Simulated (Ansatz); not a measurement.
Input for Ansatz (a program for electronic structure): R-wB97M-V/def2-TZVPP on F6S (SMILES F[S](F)(F)(F)(F)F).

Ansatz 0.2 input:
```yaml
crystal:
  periodic: [false, false, false]
  atoms:
    - {symbol: S, position_ang: [-0.00000000, -0.00000000, -0.00000000]}
    - {symbol: F, position_ang: [1.57837702, 0.00000000, 0.00000000]}
    - {symbol: F, position_ang: [-1.57837702, 0.00000000, -0.00000000]}
    - {symbol: F, position_ang: [0.00000000, 1.57837702, -0.00000000]}
    - {symbol: F, position_ang: [0.00000000, -1.57837702, -0.00000000]}
    - {symbol: F, position_ang: [-0.00000000, 0.00000000, 1.57837702]}
    - {symbol: F, position_ang: [-0.00000000, 0.00000000, -1.57837702]}
basis:
  gaussian:
    orbitals: def2-TZVPP
hamiltonian:
  xc: {name: wB97M-V}
scf: {lower_state_search: off}
```

The log:

```
WARN ansatz: RAYON_NUM_THREADS=4 ignored (pool sized by the plan → 4); use --threads N
Functional definition: wB97M-V
these checks for a lower state are left out or cut short: stability, starts, cluster_reference, orbital_swaps, neighbouring_geometries, increment
integrals: 0.23 GiB planned
1227 factors; their error is unknown
integrals: 0.27 GiB planned
207 factors; integrals over basis functions are off by at most 3.2e-6 eV
mean field: 1.82 GiB planned
mean field evaluation 1: about -27129.2800 eV, gradient 8.0e1 eV
mean field evaluation 2: about -27126.1431 eV, gradient 1.0e2 eV
mean field evaluation 4: about -27138.7219 eV, gradient 5.0e-1 eV
mean field evaluation 8: about -27138.7573 eV, gradient 2.1e-1 eV
mean field evaluation 16: about -27138.7573 eV, gradient 3.3e-6 eV
mean field -27138.75730421 eV, -997.3309356191 hartree, gradient 2.4e-6 eV, S^2 0.000000; 0 other end points of the search recorded, 0 dependent functions left out
reference -27138.75732643 eV, -997.3309364358 hartree; 35, 35 occupied and 193, 193 virtual orbitals, 1227 factors
Total energy: -27138.75732643 eV, -997.3309364358 hartree
Checks for a lower state left out: stability, starts, cluster_reference, orbital_swaps, neighbouring_geometries, increment
```

The calculation finished and met its thresholds.

Cost: about 13 core-seconds (a rough figure).
